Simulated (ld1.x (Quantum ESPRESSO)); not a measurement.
Logarithmic derivatives: Ru, RRKJ

* Element: Ru
* Generator: ld1.x (Quantum ESPRESSO) 7.5
* Type: norm-conserving RRKJ (Kleinman–Bylander form)
* Functional: PBE
* Relativity: scalar-relativistic
* Frozen core: [Ar] 3d10
* Valence charge: 16
* Reference configuration: 4s2 4p6 4d7 5s0 5p0 (charge +1)
* Partial waves: 4p (bound): rc 1.55 bohr; 4d (bound): rc 1.80 bohr; 4s (bound): rc 1.40 bohr
* Local potential: the s channel
* Core correction: none

The phase is arctan(r·u′/u) with u = r·R(r), unwrapped; energies in Ry, scanned from -8 to 5 Ry. A pole is an energy at which the radial function vanishes at the test radius. The pseudo phase is shifted by a multiple of π to meet the all-electron one at the reference energy, and phase errors are pseudo minus all-electron; the curves can meet again beyond the range given. Levels narrower than the energy grid can be missing from the lists of poles.

Problem. For each channel, where are the poles, and over which energies does the pseudopotential scatter like the atom?

Solution.

```json
{"channel": "s", "radius (bohr)": "1.96", "reference energy (Ry)": "-6.16", "poles, all-electron": "-5.88", "poles, pseudo": "-5.88, 4.89", "unbroken range about the reference energy with phases within 0.05 rad": "below -1.3", "phase error 1 Ry above the reference energy (rad)": "-0.002"}
{"channel": "p", "radius (bohr)": "1.96", "reference energy (Ry)": "-3.96", "poles, all-electron": "-3.45", "poles, pseudo": "-3.45", "unbroken range about the reference energy with phases within 0.05 rad": "below 0.2", "phase error 1 Ry above the reference energy (rad)": "-0.003"}
{"channel": "d", "radius (bohr)": "1.96", "reference energy (Ry)": "-0.92", "poles, all-electron": "0.42", "poles, pseudo": "0.40", "unbroken range about the reference energy with phases within 0.05 rad": "below 3.4", "phase error 1 Ry above the reference energy (rad)": "-0.002"}
```

Phases in the d channel:

```csv
E (Ry),all-electron,pseudo
-8.00,1.378,1.378
-7.76,1.374,1.374
-7.52,1.371,1.370
-7.28,1.367,1.366
-7.04,1.362,1.362
-6.80,1.358,1.357
-6.56,1.353,1.353
-6.32,1.348,1.347
-6.08,1.342,1.342
-5.84,1.336,1.336
-5.60,1.330,1.329
-5.36,1.323,1.322
-5.12,1.315,1.314
-4.88,1.306,1.305
-4.64,1.296,1.295
-4.40,1.285,1.284
-4.16,1.272,1.271
-3.92,1.258,1.256
-3.68,1.241,1.240
-3.44,1.221,1.219
-3.20,1.196,1.195
-2.96,1.166,1.164
-2.72,1.127,1.125
-2.48,1.076,1.074
-2.24,1.004,1.002
-2.00,0.897,0.894
-1.76,0.724,0.720
-1.52,0.420,0.417
-1.28,-0.085,-0.087
-1.04,-0.649,-0.649
-0.80,-1.028,-1.028
-0.56,-1.243,-1.244
-0.32,-1.373,-1.374
-0.08,-1.459,-1.461
0.16,-1.520,-1.523
0.40,-1.568,-1.571
0.64,-1.606,-1.610
0.88,-1.638,-1.643
1.12,-1.666,-1.672
1.36,-1.692,-1.700
1.60,-1.717,-1.726
1.84,-1.741,-1.752
2.08,-1.766,-1.779
2.32,-1.791,-1.807
2.56,-1.818,-1.837
2.80,-1.847,-1.872
3.04,-1.880,-1.911
3.28,-1.917,-1.957
3.52,-1.961,-2.014
3.76,-2.013,-2.085
4.00,-2.079,-2.178
4.24,-2.162,-2.302
4.48,-2.271,-2.474
4.72,-2.418,-2.713
4.96,-2.617,-3.022
```
